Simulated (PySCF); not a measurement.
Correlation energy of Au (gold, neutral)

Starting occupation: [Xe] 4f14 5d10 6s1, 6s1/2 with m_j = +1/2. Computed with PySCF 2.14 in x2c-SVPall-2c, with X2C-1e with screened-nucleus spin-orbit coupling, Gaussian nucleus. Frozen: [Kr] 4d10 4f14; 19 electrons correlated; the 22 highest virtual spinors left out.

MP2 pair energies summed by pair of shells (mhartree):

| pair | energy | share (%) |
| --- | --- | --- |
| 5d3/2-5d5/2 | -102.96 | 32.4 |
| 5d5/2-5d5/2 | -73.88 | 23.3 |
| 5d3/2-5d3/2 | -30.00 | 9.4 |
| 5d5/2-5p3/2 | -21.70 | 6.8 |
| 5d5/2-6s1/2 | -14.93 | 4.7 |
| 5d3/2-5p3/2 | -14.87 | 4.7 |
| 5d5/2-5p1/2 | -9.81 | 3.1 |
| 5p3/2-5p3/2 | -9.15 | 2.9 |
| 5d3/2-6s1/2 | -8.74 | 2.8 |
| 5p1/2-5p3/2 | -8.33 | 2.6 |
| 5d3/2-5p1/2 | -6.46 | 2.0 |
| 5d5/2-5s1/2 | -3.94 | 1.2 |
| 5p3/2-5s1/2 | -2.80 | 0.9 |
| 5d3/2-5s1/2 | -2.70 | 0.9 |
| 5p1/2-5p1/2 | -2.30 | 0.7 |
| 5s1/2-5s1/2 | -1.49 | 0.5 |
| 5p3/2-6s1/2 | -1.39 | 0.4 |
| 5p1/2-5s1/2 | -1.32 | 0.4 |
| 5p1/2-6s1/2 | -0.52 | 0.2 |
| 5s1/2-6s1/2 | -0.21 | 0.1 |

Total MP2 correlation energy: -317.48 mhartree.

This basis was not built for core-valence correlation, so the inner-shell part is incomplete.
